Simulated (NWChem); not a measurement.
System: SnIF$_{3}$; SMILES [F][Sn]([F])([F])[I]

Program: NWChem. Medium grid unless said otherwise, to which SCAN and Minnesota functionals are sensitive. Structure relaxed at the PBE0/def2-SVP level. def2 effective core potentials on Sn, I; no spin-orbit coupling. Hybrids' shares of exact exchange are those that their runs print; pure functionals count as 0. The functionals differ in more than this share.

| row | share of exact exchange | highest occupied level (eV) |
|---|---|---|
| PBE/def2-SVP | 0.00 | -7.73 |
| TPSS/def2-SVP | 0.00 | -7.86 |
| B3LYP/def2-SVP | 0.20 | withheld |
| PBE0/def2-SVP | 0.25 | -9.05 |
| M06/def2-SVP | 0.27 | -8.99 |
| MPW1K/def2-SVP | 0.43 | -10.00 |
| MN15/def2-SVP | 0.44 | -9.55 |
| BHandHLYP/def2-SVP | 0.50 | -10.10 |

Task: Fit a straight line of the last column on the one before it, predict the withheld value, and compare with the run.

Result: 
1. Means of the 7 shown rows: x = 0.270, y = -9.040. Slope Σ(x − x̄)(y − ȳ)/Σ(x − x̄)² = -1.156/0.2536 = -4.559; intercept -7.809.
2. The shown rows scatter about the line by 0.144 (root mean square); the largest residual is +0.26, at MN15/def2-SVP.
3. At x = 0.20 (B3LYP/def2-SVP; inside the shown range) the line gives -8.72.
4. The run gives -8.72, 0.00 from the line, 0.0 times the scatter.
